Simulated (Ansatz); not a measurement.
Compare A (`N[SiH2][S][AlH2]`) with its isomer B (`[NH2][AlH][SiH2]S`).

Computed with Ansatz on PBE0-D4/def2-TZVP structures; ΔE is electronic, products minus reactants. CBS: MP2 limit from def2 TZ/QZ plus the TZ coupled-cluster correction, frozen cores. Functionals use def2-TZVPP. B3LYP here is the variant with VWN-RPA as its local correlation; programs differ in this. Each species was taken in one conformer, which may not be the lowest.

(1) Which is lower in electronic energy at CCSD(T)/CBS, and by how much? (Best estimate.)

(2) Give E(B) − E(A) in kJ/mol with CCSD/def2-TZVPP, LDA (SPW92), PBE-D4, CCSD(T)/def2-TZVPP, B3LYP-D4, PBE0-D4, ωB97M-V. (An estimate is asked.)

(3) Does the order hold for the free energy at 298.15 K (harmonic terms from PBE0-D4)? (Estimate.)

Largest T1 diagnostic: 0.013.

## Answers

(1) Ansatz gave: A, by 79.9 kJ/mol.

(2) The calculation gave: CCSD/def2-TZVPP 76.7, LDA (SPW92) 68.2, PBE-D4 65.4, CCSD(T)/def2-TZVPP 76.6, B3LYP-D4 76.0, PBE0-D4 73.0, ωB97M-V 85.1. None reverses the order clearly.

(3) Computed: Yes: G(B) − G(A) = +76.0 kJ/mol, for one conformer each. Modes under 60 cm⁻¹, often nearly free rotors, make the harmonic entropy too high.

From BLYP to BHLYP (50 % exact exchange), in def2-TZVPP and without D4, E(B) − E(A) moves by +17.0 kJ/mol. At CCSD(T), def2-SVP lies −8.4 kJ/mol from the extrapolated value and def2-TZVPP −3.3 kJ/mol.
